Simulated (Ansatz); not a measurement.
`[F][GeH2][NH][GeH3]` + H₂ → `[GeH3][NH][GeH3]` + H–F  (hydrogenolysis of a Ge–F bond)

Gas-phase electronic energies from Ansatz, PBE0-D4/def2-TZVP geometries. CCSD(T)/CBS is the MP2 limit (def2-TZVPP, def2-QZVPP) plus CCSD(T) − MP2 in def2-TZVPP, frozen cores. This one scheme is used for every species. Functionals use def2-TZVPP. B3LYP here is the variant with VWN-RPA as its local correlation; programs differ in this. HSE06 is defined as in plane-wave codes. For Ge outer-core shells are correlated without core-valence functions, which leaves a few kJ/mol of doubt a bond. Scalar relativity is left out up to krypton. Each species was taken in one conformer, which may not be the lowest.

`[F][GeH2][NH][GeH3]`:

```xyz
10

F    -1.561   -1.596    1.276
Ge   -1.371   -0.804   -0.273
N    -0.319    0.656   -0.106
Ge    1.507    0.635    0.140
H    -0.672   -1.837   -1.162
H    -2.789   -0.394   -0.686
H    -0.789    1.478    0.246
H     1.994   -0.692   -0.459
H     1.884    0.720    1.631
H     2.115    1.834   -0.607
```

H₂:

```xyz
2

H    -0.149   -0.342   -0.016
H     0.149    0.342    0.016
```

`[GeH3][NH][GeH3]`:

Cartesian coordinates in Å:
```
Ge 0.569 0.007 1.523
N -0.713 -0.087 0.211
Ge -0.363 0.111 -1.581
H 1.454 -1.258 1.597
H -0.142 0.195 2.874
H 1.452 1.218 1.186
H -1.457 -0.740 0.412
H 0.313 -1.131 -2.208
H 0.582 1.315 -1.711
H -1.696 0.369 -2.303
```

H–F:

Cartesian coordinates in Å:
```
F 0.357 0.029 0.289
H -0.357 -0.029 -0.289
```

```json
{"level": "LDA (SPW92)", "ΔE (kJ/mol)": "54.9", "difference from CCSD(T)/CBS": "-4.4"}
{"level": "PBE-D4", "ΔE (kJ/mol)": "61.3", "difference from CCSD(T)/CBS": "2.0"}
{"level": "revPBE-D4", "ΔE (kJ/mol)": "62.5", "difference from CCSD(T)/CBS": "3.2"}
{"level": "BLYP-D4", "ΔE (kJ/mol)": "70.8", "difference from CCSD(T)/CBS": "11.5"}
{"level": "r2SCAN-D4", "ΔE (kJ/mol)": "69.5", "difference from CCSD(T)/CBS": "10.2"}
{"level": "B97M-V", "ΔE (kJ/mol)": "65.6", "difference from CCSD(T)/CBS": "6.3"}
{"level": "PBE0-D4", "ΔE (kJ/mol)": "56.4", "difference from CCSD(T)/CBS": "-2.9"}
{"level": "B3LYP-D4", "ΔE (kJ/mol)": "66.2", "difference from CCSD(T)/CBS": "6.9"}
{"level": "r2SCANh-D4", "ΔE (kJ/mol)": "66.7", "difference from CCSD(T)/CBS": "7.4"}
{"level": "r2SCAN0-D4", "ΔE (kJ/mol)": "63.1", "difference from CCSD(T)/CBS": "3.8"}
{"level": "HSE06-D4", "ΔE (kJ/mol)": "56.2", "difference from CCSD(T)/CBS": "-3.1"}
{"level": "BHLYP-D4", "ΔE (kJ/mol)": "64.7", "difference from CCSD(T)/CBS": "5.4"}
{"level": "CAM-B3LYP-D4", "ΔE (kJ/mol)": "67.2", "difference from CCSD(T)/CBS": "7.9"}
{"level": "ωB97X-V", "ΔE (kJ/mol)": "67.4", "difference from CCSD(T)/CBS": "8.1"}
{"level": "PBE-QIDH", "ΔE (kJ/mol)": "58.4", "difference from CCSD(T)/CBS": "-0.9"}
{"level": "PBE", "ΔE (kJ/mol)": "60.3", "difference from CCSD(T)/CBS": "1.0"}
{"level": "revPBE", "ΔE (kJ/mol)": "60.4", "difference from CCSD(T)/CBS": "1.1"}
{"level": "BLYP", "ΔE (kJ/mol)": "68.9", "difference from CCSD(T)/CBS": "9.6"}
{"level": "r2SCAN", "ΔE (kJ/mol)": "69.2", "difference from CCSD(T)/CBS": "9.9"}
{"level": "B3LYP", "ΔE (kJ/mol)": "64.7", "difference from CCSD(T)/CBS": "5.4"}
{"level": "r2SCANh", "ΔE (kJ/mol)": "66.5", "difference from CCSD(T)/CBS": "7.2"}
{"level": "r2SCAN0", "ΔE (kJ/mol)": "62.8", "difference from CCSD(T)/CBS": "3.5"}
{"level": "HSE06", "ΔE (kJ/mol)": "55.4", "difference from CCSD(T)/CBS": "-3.9"}
{"level": "BHLYP", "ΔE (kJ/mol)": "63.5", "difference from CCSD(T)/CBS": "4.2"}
{"level": "CAM-B3LYP", "ΔE (kJ/mol)": "66.3", "difference from CCSD(T)/CBS": "7.0"}
{"level": "LC-ωPBE", "ΔE (kJ/mol)": "61.0", "difference from CCSD(T)/CBS": "1.7"}
{"level": "RPA@PBE/def2-TZVPP", "ΔE (kJ/mol)": "60.1", "difference from CCSD(T)/CBS": "0.8"}
{"level": "HF/def2-SVP", "ΔE (kJ/mol)": "60.5", "difference from CCSD(T)/CBS": "1.2"}
{"level": "CCSD/def2-SVP", "ΔE (kJ/mol)": "63.3", "difference from CCSD(T)/CBS": "4.0"}
{"level": "CCSD(T)/def2-SVP", "ΔE (kJ/mol)": "65.0", "difference from CCSD(T)/CBS": "5.7"}
{"level": "HF/def2-TZVPP", "ΔE (kJ/mol)": "63.4", "difference from CCSD(T)/CBS": "4.1"}
{"level": "MP2/def2-TZVPP", "ΔE (kJ/mol)": "64.2", "difference from CCSD(T)/CBS": "4.9"}
{"level": "SCS-MP2/def2-TZVPP", "ΔE (kJ/mol)": "66.0", "difference from CCSD(T)/CBS": "6.7"}
{"level": "CCSD/def2-TZVPP", "ΔE (kJ/mol)": "58.4", "difference from CCSD(T)/CBS": "-0.9"}
{"level": "CCSD(T)/def2-TZVPP", "ΔE (kJ/mol)": "60.4", "difference from CCSD(T)/CBS": "1.1"}
{"level": "HF/def2-QZVPP", "ΔE (kJ/mol)": "65.1", "difference from CCSD(T)/CBS": "5.8"}
{"level": "MP2/def2-QZVPP", "ΔE (kJ/mol)": "64.1", "difference from CCSD(T)/CBS": "4.8"}
{"level": "SCS-MP2/def2-QZVPP", "ΔE (kJ/mol)": "66.1", "difference from CCSD(T)/CBS": "6.8"}
{"level": "HF/CBS(def2)", "ΔE (kJ/mol)": "65.3", "difference from CCSD(T)/CBS": "6.0"}
{"level": "MP2/CBS(def2)", "ΔE (kJ/mol)": "63.1", "difference from CCSD(T)/CBS": "3.8"}
{"level": "CCSD(T)/CBS", "ΔE (kJ/mol)": "59.3", "difference from CCSD(T)/CBS": "0"}
```

Largest T1 diagnostic among the species: 0.012.

From PBE to PBE0 (25 % exact exchange), in def2-TZVPP and without D4, ΔE moves by −4.8 kJ/mol. At CCSD(T), def2-SVP lies +5.7 kJ/mol from the extrapolated value and def2-TZVPP +1.1 kJ/mol.
